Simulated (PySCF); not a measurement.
AsF₃.

```xyz
4

F      1.2916    -0.7457    -0.4882
As     0.0000     0.0000     0.3994
F      0.0000     1.4914    -0.4882
F     -1.2916    -0.7457    -0.4882
```

Geometry optimised at B3LYP-D3(BJ)/def2-SVP.

The numbers are results of PBE/pcSseg-2 (PySCF), not measurements. Non-relativistic, no solvent.

Give the absolute GIAO shielding of each atom: isotropic value and principal components (ppm). (The exact figures need the calculation; the answer reports its results.)


```csv
atom,σ(iso),σ11,σ22,σ33,span
F1,169.9,24.6,143.3,341.8,317.2
As2,917.9,786.9,786.9,1180.0,393.1
F3,169.9,24.6,143.3,341.8,317.2
F4,169.9,24.6,143.3,341.8,317.2
```
